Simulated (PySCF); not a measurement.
**Working out the ionisation energy of V⁺**

V⁺ [Ar] 3d4 (5D) → V²⁺ [Ar] 3d3 (4F). Computed with PySCF 2.14 in Sapporo-DKH3-DZP-2012, with scalar relativity by spin-free X2C-1e. Frozen: [Ar]. Energies in hartree (1 hartree = 27.21139 eV):

```csv
part,V⁺ (lower),V²⁺ (upper)
UHF,-947.894359,-947.409020
MP2 opposite-spin,0.000000,0.000000
MP2 same-spin,-0.037112,-0.012554
```

Question: What does Hartree-Fock give?

Answer: (-947.409020) − (-947.894359) = 0.485339 hartree = 13.207 eV.

Question: What do MP2 and SCS-MP2 (6/5 opposite-spin, 1/3 same-spin) give?

Answer: The opposite-spin parts differ by 0.000 eV and the same-spin parts by 0.668 eV. MP2: 13.207 + (0.000) + (0.668) = 13.875 eV. SCS-MP2: 13.207 + 1.2 × (0.000) + (0.668)/3 = 13.430 eV.

Reference: 14.634 ± 0.007 eV (measured; NIST Atomic Spectra Database, ionization energies), between the lowest levels; spin-orbit coupling is absent from the calculation.

A double-zeta basis recovers only part of the correlation energy.

What remains against the reference includes basis incompleteness, the frozen core and correlation beyond second order.
